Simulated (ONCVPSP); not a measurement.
Which change was made? (Ta, ONCV)

| Property | Result |
| --- | --- |
| Element | Ta |
| Generator | ONCVPSP 4.0.1 |
| Type | optimised norm-conserving Vanderbilt (ONCV) |
| Functional | PBEsol |
| Relativity | fully relativistic |
| Frozen core | [Xe] 4f14 |
| Valence charge | 5 |
| Reference configuration | 5d3 6s2 |
| Partial waves | 6s: rc 2.65 bohr, ncon 3, nbas 7, qcut 2.5 1/bohr, local; p scattering state at 0.06 Ha: rc 2.65 bohr, ncon 4, nbas 7, qcut 2.6 1/bohr, 2 projectors, debl 3.4 Ha; 5d: rc 2.95 bohr, ncon 4, nbas 9, qcut 5.9 1/bohr, 1 projector |
| Local potential | the s channel |
| Core correction | Teter function fitted to the true core (icmod 2), fcfact 0.45 |

Open shells are filled in proportion to 2j + 1.

In the p channel the program set the typed energies aside and used 0.050, 3.450 Ha (j = l + 1/2; the other j can differ).

Cutoffs, loose and tight: the cutoffs (Ha) at which the residual kinetic energy of the hardest occupied pseudo-wave falls to 1 and 0.1 mHa per electron. They do not see the model core or the augmentation charge, which bear on the density cutoff. Test errors are all-electron minus pseudo excitation energies from the reference, over the configurations 5d3 6s1; 5d3 6s0; 5d2 6s0; 5d3 6s0 6p2; variants that change the core or the reference have their own tests.

The base gives: outcome: generated, projector energies reset by the program; cutoff, loose: 11 Ha; cutoff, tight: 13 Ha; bound ghosts: none; GHOST(+) flags above zero: p3/2; largest test error (meV): -173.

Task: After one change the result is: outcome: failed: test_data: rc < rc(lloc) for l = 2. Not allowed.. Which change was it?
A. s: qcut 2.6
B. s: nproj 1; local potential polynomial inside 2.60 bohr (lpopt 5, dvloc0 0 Ha)
C. all radii but the core radius scaled by about 1.33 (s 3.52, p 3.52, d 3.92 bohr)
D. d: rc 2.54

Result: D. The others give: s: qcut 2.6 → outcome: generated, projector energies reset by the program; cutoff, loose: 11 Ha; cutoff, tight: 13 Ha; bound ghosts: p3/2; GHOST(+) flags above zero: p3/2, p1/2; largest test error (meV): -169 | all radii but the core radius scaled by about 1.33 (s 3.52, p 3.52, d 3.92 bohr) → outcome: generated, projector energies reset by the program; cutoff, loose: 7.9 Ha; cutoff, tight: 9.4 Ha; bound ghosts: none; GHOST(+) flags above zero: none; largest test error (meV): -335 | s: nproj 1; local potential polynomial inside 2.60 bohr (lpopt 5, dvloc0 0 Ha) → outcome: generated, projector energies reset by the program; cutoff, loose: 11 Ha; cutoff, tight: 13 Ha; bound ghosts: none; GHOST(+) flags above zero: s, p3/2, p1/2; largest test error (meV): -128.
